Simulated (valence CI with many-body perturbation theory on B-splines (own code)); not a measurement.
Forbidden lines of Ir²⁷⁺

Level of theory: relativistic CI+MBPT: four valence electrons over a frozen Dirac-Fock core [Kr] 4d10, radial functions for each j: 7 s, 7 p, 7 d, 7 f, 4 g, 2 h, with the one-electron correlation potential Σ1 (screened to all orders), the two-electron term Σ2, the three-electron term Σ3, Breit, model QED; selected single and double excitations, second order for the rest, scaled by the run's own slope (own B-spline code, finite nucleus).

The last digits are not significant, and no measured levels were compared; by estimate large intervals hold to a few tenths of a per cent, small ones and those within an open d or f shell to about a per cent. Excitations out of the core, of the other parity, are not computed and may begin above about 176 eV (a cautious bound); beyond it only levels of the ground parity were kept, without lifetimes.

Lines 51 to 100 of 120 in falling wavelength, among levels below 1418100 cm⁻¹, chosen from the decays that carry over 1 % of a level's rate. Wavelengths and rates use the calculated energies. Electric multipoles are in the length gauge, E1 and E2 with the static RPA response of the core. Weak lines are less certain than strong ones. Lines between different terms over intervals too small for the method are left out, as are lines whose strength nearly cancels. Where a level lies close to another of its J and parity, the split of strength between their lines is uncertain.

Levels are named by their leading jj configuration (3d3/2^4 stands for four electrons in 3d with j = 3/2), which in mixed levels can hold well under half, so a name can repeat and another be missing. Letters in brackets count levels of one name in rising energy.

| λ vac (nm) | Upper | Lower | Type | A (s⁻¹) | Branch % |
| --- | --- | --- | --- | --- | --- |
| 305.2 | (4f5/2^3 4f7/2) J=8 [b] | (4f5/2^3 4f7/2) J=7 [a] | M1 | 2.23e+02 | 39.3 |
| 303.0 | (4f5/2^2 4f7/2^2) J=6 [b] | (4f5/2^2 4f7/2^2) J=6 [a] | M1 | 1.84e+02 | 14.3 |
| 294.8 | (4f5/2^2 4f7/2^2) J=2 [a] | (4f5/2^3 4f7/2) J=3 [a] | M1 | 3.89e+02 | 28.8 |
| 286.8 | (4f5/2^2 4f7/2^2) J=1 [a] | (4f5/2^3 4f7/2) J=2 [b] | M1 | 5.29e+02 | 49.0 |
| 286.3 | (4f5/2^2 4f7/2^2) J=3 [a] | (4f5/2^3 4f7/2) J=3 [a] | M1 | 3.42e+02 | 29.0 |
| 283.1 | (4f5/2 4f7/2^3) J=7 [a] | (4f5/2^3 4f7/2) J=7 [b] | M1 | 5.22e+02 | 24.4 |
| 278.7 | (4f5/2^2 4f7/2^2) J=2 [b] | (4f5/2^3 4f7/2) J=2 [b] | M1 | 5.30e+02 | 49.3 |
| 275.2 | (4f5/2^3 4f7/2) J=5 [b] | (4f5/2^2 4f7/2^2) J=6 [a] | M1 | 8.95e+01 | 17.8 |
| 267.3 | (4f5/2^4) J=2 | (4f5/2^4) J=4 | E2 | 2.56e-02 | 100.0 |
| 266.7 | (4f5/2^2 4f7/2^2) J=1 [a] | (4f5/2^3 4f7/2) J=2 [a] | M1 | 2.51e+01 | 2.3 |
| 262.5 | (4f5/2^3 4f7/2) J=7 [b] | (4f5/2^2 4f7/2^2) J=6 [a] | M1 | 6.38e+02 | 70.3 |
| 259.8 | (4f5/2^2 4f7/2^2) J=2 [b] | (4f5/2^3 4f7/2) J=2 [a] | M1 | 3.69e+01 | 3.4 |
| 257.0 | (4f5/2^2 4f7/2^2) J=4 [b] | (4f5/2^3 4f7/2) J=4 [a] | M1 | 4.64e+02 | 28.3 |
| 249.3 | (4f5/2^2 4f7/2^2) J=4 [c] | (4f5/2^3 4f7/2) J=3 [b] | M1 | 2.77e+01 | 3.3 |
| 249.2 | (4f5/2^2 4f7/2^2) J=6 [d] | (4f5/2^3 4f7/2) J=5 [b] | M1 | 7.72e+01 | 23.2 |
| 247.5 | (4f5/2 4f7/2^3) J=7 [a] | (4f5/2^2 4f7/2^2) J=6 [b] | M1 | 1.25e+03 | 58.4 |
| 241.5 | (4f5/2^2 4f7/2^2) J=3 [b] | (4f5/2^3 4f7/2) J=3 [b] | M1 | 1.63e+02 | 30.8 |
| 239.6 | (4f5/2^2 4f7/2^2) J=2 [b] | (4f5/2^3 4f7/2) J=3 [a] | M1 | 3.28e+01 | 3.0 |
| 238.1 | (4f5/2^2 4f7/2^2) J=2 [a] | (4f5/2^3 4f7/2) J=1 [a] | M1 | 5.29e+02 | 39.1 |
| 238.1 | (4f5/2^2 4f7/2^2) J=3 [b] | (4f5/2^3 4f7/2) J=2 [b] | M1 | 1.28e+02 | 24.0 |
| 230.7 | (4f5/2^2 4f7/2^2) J=5 [a] | (4f5/2^3 4f7/2) J=4 [a] | M1 | 7.31e+01 | 12.4 |
| 230.1 | (4f5/2^2 4f7/2^2) J=6 [d] | (4f5/2^2 4f7/2^2) J=6 [b] | M1 | 1.37e+02 | 41.1 |
| 227.7 | (4f5/2^4) J=0 | (4f5/2^3 4f7/2) J=1 [a] | M1 | 1.10e-01 | 7.6 |
| 226.1 | (4f5/2^3 4f7/2) J=1 [b] | (4f5/2^3 4f7/2) J=2 [b] | M1 | 2.52e+00 | 1.4 |
| 224.1 | (4f5/2^2 4f7/2^2) J=3 [b] | (4f5/2^3 4f7/2) J=2 [a] | M1 | 4.32e+01 | 8.1 |
| 214.8 | (4f5/2^2 4f7/2^2) J=4 [c] | (4f5/2^3 4f7/2) J=3 [a] | M1 | 1.11e+02 | 13.2 |
| 209.1 | (4f5/2^2 4f7/2^2) J=9 | (4f5/2^3 4f7/2) J=8 [a] | M1 | 4.24e+02 | 70.8 |
| 207.9 | (4f5/2^2 4f7/2^2) J=2 [c] | (4f5/2^3 4f7/2) J=3 [b] | M1 | 7.52e+02 | 35.1 |
| 205.1 | (4f5/2^2 4f7/2^2) J=6 [b] | (4f5/2^3 4f7/2) J=5 [a] | M1 | 1.10e+03 | 85.7 |
| 204.9 | (4f5/2^2 4f7/2^2) J=1 [a] | (4f5/2^3 4f7/2) J=1 [a] | M1 | 5.14e+02 | 47.6 |
| 201.5 | (4f5/2^3 4f7/2) J=4 [a] | (4f5/2^4) J=4 | M1 | 7.64e+02 | 88.2 |
| 200.7 | (4f5/2^2 4f7/2^2) J=2 [b] | (4f5/2^3 4f7/2) J=1 [a] | M1 | 4.18e+02 | 39.0 |
| 194.8 | (4f5/2^2 4f7/2^2) J=2 [c] | (4f5/2^3 4f7/2) J=2 [a] | M1 | 7.20e+02 | 33.7 |
| 194.7 | (4f5/2^2 4f7/2^2) J=5 [b] | (4f5/2^3 4f7/2) J=4 [a] | M1 | 4.46e+02 | 44.3 |
| 192.0 | (4f5/2^3 4f7/2) J=5 [b] | (4f5/2^3 4f7/2) J=5 [a] | M1 | 1.63e+02 | 32.5 |
| 187.7 | (4f5/2^2 4f7/2^2) J=2 [a] | (4f5/2^4) J=2 | M1 | 2.64e+01 | 2.0 |
| 186.2 | (4f5/2^2 4f7/2^2) J=4 [c] | (4f5/2^3 4f7/2) J=4 [a] | M1 | 4.57e+02 | 54.5 |
| 183.2 | (4f5/2^2 4f7/2^2) J=2 [c] | (4f5/2^3 4f7/2) J=3 [a] | M1 | 1.60e+02 | 7.5 |
| 181.8 | (4f5/2^2 4f7/2^2) J=3 [b] | (4f5/2^3 4f7/2) J=4 [a] | M1 | 4.68e+01 | 8.8 |
| 181.2 | (4f5/2^4) J=0 | (4f5/2^4) J=2 | E2 | 1.34e+00 | 92.0 |
| 179.9 | (4f5/2^2 4f7/2^2) J=8 [a] | (4f5/2^3 4f7/2) J=7 [a] | M1 | 1.54e+02 | 33.5 |
| 176.8 | (4f5/2^2 4f7/2^2) J=4 [a] | (4f5/2^3 4f7/2) J=5 [a] | M1 | 1.27e+02 | 17.4 |
| 176.2 | (4f5/2^3 4f7/2) J=3 [a] | (4f5/2^4) J=4 | M1 | 7.19e+01 | 34.6 |
| 175.6 | (4f5/2^2 4f7/2^2) J=5 [a] | (4f5/2^2 4f7/2^2) J=6 [a] | M1 | 1.73e+02 | 29.4 |
| 174.2 | (4f5/2^2 4f7/2^2) J=6 [c] | (4f5/2^3 4f7/2) J=7 [a] | M1 | 1.40e+02 | 26.6 |
| 173.1 | (4f5/2^2 4f7/2^2) J=0 [a] | (4f5/2^3 4f7/2) J=1 [a] | M1 | 2.55e+02 | 90.6 |
| 163.7 | (4f5/2^2 4f7/2^2) J=2 [b] | (4f5/2^4) J=2 | M1 | 4.98e+01 | 4.6 |
| 161.0 | (4f5/2 4f7/2^3) J=7 [a] | (4f5/2^3 4f7/2) J=7 [a] | M1 | 4.23e+01 | 2.0 |
| 159.6 | (4f5/2^2 4f7/2^2) J=2 [c] | (4f5/2^3 4f7/2) J=1 [a] | M1 | 3.62e+02 | 16.9 |
| 158.2 | (4f5/2^3 4f7/2) J=3 [b] | (4f5/2^4) J=4 | M1 | 1.10e+02 | 23.4 |
